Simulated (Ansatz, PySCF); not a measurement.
Here is a job for PySCF.
```python
from pyscf import gto, scf, dft

mol = gto.M(
    atom='''
O     1.581176   -0.848217    0.389000
C     0.943471    0.232157   -0.010556
O     1.424852    1.275906   -0.320080
C    -0.590699   -0.048204   -0.025323
F    -1.028069   -0.384854    1.192194
F    -1.276336    1.018490   -0.423723
F    -0.885622   -1.056682   -0.851740
H     2.545399   -0.717810    0.413335
''',
    basis='sto-3g',
    charge=0,
    spin=0,
    verbose=3,
)

mf = dft.RKS(mol)
mf.xc = 'wb97x'
mf.grids.atom_grid = (99, 590)
mf.grids.prune = None
mf.kernel()
```

Question: Convert this to an input for Ansatz (a program for electronic structure).

Answer: Several could match; the one computed here: 
Ansatz 0.2 input:
```yaml
crystal:
  periodic: [false, false, false]
  atoms:
    - {symbol: O, position_ang: [1.58117628, -0.84821747, 0.38900017]}
    - {symbol: C, position_ang: [0.94347052, 0.23215721, -0.01055559]}
    - {symbol: O, position_ang: [1.42485188, 1.27590560, -0.32008031]}
    - {symbol: C, position_ang: [-0.59069935, -0.04820435, -0.02532297]}
    - {symbol: F, position_ang: [-1.02806939, -0.38485394, 1.19219374]}
    - {symbol: F, position_ang: [-1.27633644, 1.01849029, -0.42372265]}
    - {symbol: F, position_ang: [-0.88562209, -1.05668212, -0.85174030]}
    - {symbol: H, position_ang: [2.54539899, -0.71781028, 0.41333544]}
basis:
  gaussian:
    orbitals: STO-3G
hamiltonian:
  xc: {name: wB97X}
accuracy: high
```

Both were run: PySCF gave -519.303922 Eh and Ansatz -519.303922 Eh, 0.000 mEh apart.
